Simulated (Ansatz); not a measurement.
Cost and result up the ladder for (NMe2)3Sn-NH-SiH3 (C₆H₂₂N₄SiSn) (34 atoms). Total charge 0; singlet. Geometry: PBE-D4/def2-SVP.

```xyz
34

Sn    0.007   -0.089   -0.245
N     0.440    1.849    0.290
C    -0.611    2.646    0.895
C     1.333    2.608   -0.564
N    -1.044   -0.780    1.385
C    -0.468   -0.595    2.702
C    -1.857   -1.971    1.254
N     1.838   -0.852   -0.831
C     1.870   -2.095   -1.576
C     2.942   -0.706    0.100
N    -1.240   -0.446   -1.855
Si   -2.822    0.281   -2.033
H    -1.299    2.004    1.482
H    -1.230    3.208    0.147
H    -0.180    3.405    1.590
H     0.802    3.175   -1.372
H     2.069    1.939   -1.053
H     1.904    3.361    0.032
H     0.163   -1.456    3.043
H    -1.272   -0.467    3.468
H     0.163    0.318    2.730
H    -1.318   -2.914    1.532
H    -2.220   -2.086    0.213
H    -2.755   -1.909    1.916
H     1.913   -3.010   -0.930
H     2.769   -2.133   -2.238
H     0.977   -2.194   -2.227
H     3.914   -0.678   -0.449
H     3.019   -1.539    0.845
H     2.854    0.245    0.664
H    -0.713   -0.596   -2.723
H    -3.385    0.453   -0.649
H    -2.827    1.634   -2.710
H    -3.738   -0.610   -2.837
```

Ansatz on 2 threads of AMD EPYC 7R13 on a shared host and a share (18 GiB) of an NVIDIA H100 80GB HBM3. Times are rough, and most runs start from the orbitals of an earlier one. PBE0-D4/def2-TZVP serves as the yardstick here, not as an exact answer. Differences are given only for rows in sets of like size (and for xTB, whose basis is part of the method), since another set adds its own error. Binding counts from free atoms at the same level (Sn triplet, N quartet, C triplet, Si triplet, H doublet; other spins of the atoms weren't run), without zero-point energy or a counterpoise term.

In the def2 sets Sn takes a core potential, while STO-3G treats all electrons; there is no spin–orbit coupling. B3LYP takes the VWN-RPA correlation. Correlated methods freeze 19 core orbitals; core or outer-core shells of Sn are correlated, in sets that lack core-valence functions. The rows differ in basis, and correlated rows in double-zeta sets carry the largest basis error. Single mean-field runs in def2-TZVP are fitted with def2-universal-jkfit.

Correlated methods converge slowly with the basis, most of all in double-zeta sets.

| level | functions | wall time |
| --- | --- | --- |
| HF/STO-3G | 108 | 3.3 s |
| HF/def2-TZVP | 529 | 3.9 s |
| PBE-D4/def2-SVP | 294 | 4.4 s |
| PBE0-D4/def2-TZVP | 529 | 5.5 s |
| BLYP-D4/def2-TZVP | 529 | 5.5 s |
| B3LYP-D4/def2-TZVP | 529 | 6 s |
| PBE0-D4/def2-SVP | 294 | 6 s |
| MP2/def2-TZVP | 529 | 6.5 s |
| PBE-D4/def2-TZVP (with forces) | 529 | 8.5 s |
| r2SCAN-D4/def2-TZVP (with forces) | 529 | 8.5 s |
| CCSD(T)/def2-SVP | 294 | 35 s |

(1) Estimate what each level gives for the binding energy per atom (eV).

Results:

(1) 
| level | binding energy per atom (eV) | difference from PBE0-D4/def2-TZVP (eV) |
| --- | --- | --- |
| HF/STO-3G | 3.35 | – |
| HF/def2-TZVP | 2.64 | -1.10 |
| PBE-D4/def2-SVP | 3.83 | – |
| PBE0-D4/def2-TZVP | 3.74 | 0.00 |
| BLYP-D4/def2-TZVP | 3.74 | 0.00 |
| B3LYP-D4/def2-TZVP | 3.75 | 0.01 |
| PBE0-D4/def2-SVP | 3.76 | – |
| MP2/def2-TZVP | 3.62 | -0.12 |
| PBE-D4/def2-TZVP (with forces) | 3.81 | 0.07 |
| r2SCAN-D4/def2-TZVP (with forces) | 3.73 | -0.02 |
| CCSD(T)/def2-SVP | 3.54 | – |
